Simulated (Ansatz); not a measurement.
NbO4²⁻, that is [NbO4]3- with one electron fewer. The state is a doublet with charge -2. Geometry PBE-D4/def2-SVPD, that of the charge -3 singlet; atoms count from 1.

```tsv
atom	x (Å)	y (Å)	z (Å)
Nb1	0.000	0.000	0.000
O2	1.087	0.397	-1.503
O3	-1.653	-0.720	-0.588
O4	-0.318	1.588	0.987
O5	0.884	-1.264	1.104
```

In the def2 sets Nb takes a core potential; there is no spin–orbit coupling. A multiply charged anion in the gas phase is held together partly by the finite basis. Removing one electron lowers the energy by 5.93 eV at PBE0-D4/def2-TZVPD, so it isn't bound. The highest occupied level of the charge -2 doublet lies above zero (up to 2.46 eV). The electron is either unbound and held by the finite basis, or the level is raised by self-interaction error.

(1) Estimate the Mulliken populations from the PBE0/def2-TZVPD orbitals of Ansatz.

(2) Where does the spin sit?

(3) And the Mayer bond orders between heavy atoms (over 0.3)?

Results:

(1) 
| atom | charge (e) | spin (α − β) | d electrons |
| --- | --- | --- | --- |
| Nb1 | 2.34 | -0.24 | 2.50 |
| O2 | -1.04 | 0.41 | – |
| O3 | -1.04 | 0.41 | – |
| O4 | -1.04 | 0.41 | – |
| O5 | -1.21 | 0.01 | – |
Mulliken values depend strongly on the basis. With diffuse functions, as here, like atoms can get unlike values, and bond orders can come out too low or too high.

(2) Summed by element: Nb -0.24, O 1.24, of 1 unpaired in all. Largest on single atoms: O4 0.41, O3 0.41, O2 0.41.

(3) Nb1–O2 0.90 (1.90 Å); Nb1–O3 0.90 (1.90 Å); Nb1–O4 0.90 (1.90 Å); Nb1–O5 1.16 (1.90 Å).
